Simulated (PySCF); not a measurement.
H3OSi, SMILES [O][SiH3] (connectivity only; charge and spin as stated), charge -1, multiplicity 1. Heavy atoms are numbered as in [O:1][SiH3:2]. Hydrogens are named by the atom that carries them.

Geometry optimised at B3LYP-D3(BJ)/def2-TZVPD. The multiplicity is an assumed one; other spin states were not compared. The isomer is the one that the SMILES or the coordinates give; other isomers of the formula were not compared.

Level of theory: PBE0/pcSseg-2 (PySCF).

GIAO shieldings, no solvent; atoms alike by connectivity are averaged. δ = σ(ref) − σ: ¹⁷O against H2O (σ = 327.8 ppm); ²⁹Si against TMS (σ = 341.9 ppm); ¹H against TMS (σ = 31.54 ppm), references at their B3LYP-D3(BJ)/def2-TZVP geometries, non-relativistic.

```tsv
nucleus	atoms	count	δ (ppm)
¹⁷O	O1	1	44.1
²⁹Si	Si2 (SiH3)	1	-89.7
¹H	H on Si2	3	5.91
```
